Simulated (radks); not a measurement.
Effect of the nuclear size on neutral bromine, [Ar] 3d10 4s2 4p5. All-electron calculation, Dirac Kohn-Sham, exchange-only LDA, spin-unpolarised, spherical densities, finite nucleus; open shells are shared between the two j in proportion to 2j + 1; Fermi nuclear charge, rms radius 4.1629 fm. Program: a radial shooting solver on a logarithmic mesh with Libxc functionals. The rms radius is varied about that value; shifts are against it.

| rms radius (fm) | total energy shift (eV) | density at nucleus (e/bohr^3) | 1s1/2 shift (meV) | 2s1/2 shift (meV) | 3p1/2 shift (meV) | 4s1/2 shift (meV) |
|---|---|---|---|---|---|---|
| 3.4386 | -0.172 | 4.479e+04 | -72.9 | -7.32 | 0.106 | -0.121 |
| 3.8548 | -0.0767 | 4.441e+04 | -32.6 | -3.27 | 0.048 | -0.054 |
| 4.1629 | 0 | 4.415e+04 | 0.000 | 0.000 | 0.000 | 0.000 |
| 4.421 | 0.0685 | 4.395e+04 | 29.1 | 2.92 | -0.042 | 0.048 |
| 4.6791 | 0.141 | 4.376e+04 | 59.8 | 6.00 | -0.087 | 0.099 |

Slopes of the eigenvalues against <r^2> in GHz/fm^2, as finite differences over the two radii next to the reference (eigenvalue slopes, not the field-shift constants of lines): 1s1/2 3180, 2s1/2 319, 3p1/2 -4.64, 4s1/2 5.29.
